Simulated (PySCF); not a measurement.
O3, singlet, geometry from GFN2-xTB. Base run: SVWN5/def2-SVP in PySCF.

PySCF was given this input:
```python
from pyscf import gto, scf, dft

mol = gto.M(
    atom='''
O    -0.06945708    1.07326302   -0.18881454
O     0.00362457   -0.00592030    0.40975419
O     0.06583251   -1.06734272   -0.22093965
''',
    basis='def2-svp',
    verbose=4,
    symmetry=True,
)

mf = dft.RKS(mol)
mf.xc = 'lda,vwn'
mf.kernel()
mf.analyze()
```

The base run was repeated with changes; each row names its change, and settings that it needs were set with it.

| change | ΔE vs base (mEh) | point group used | SCF cycles |
|---|---|---|---|
| base | 0.000 | C2v | 8 |
| irrep_nelec = A1:10 A2:2 B1:4 B2:8 | 195.4 | C2v | 8 |
| irrep_nelec = A1:12 A2:2 B1:4 B2:6 | 282.1 | C2v | 9 |
| symmetry_subgroup = Cs | 0.000 | Cs | 9 |
| symmetry = off | 0.000 | C1 | 9 |
| irrep_nelec = A1:12 A2:4 B2:8 | 3033.7 | C2v | 9 |
| irrep_nelec = A1:14 A2:2 B1:2 B2:6 | 809.7 | C2v | 8 |
| symmetry_subgroup = C2 | 0.000 | C2 | 8 |
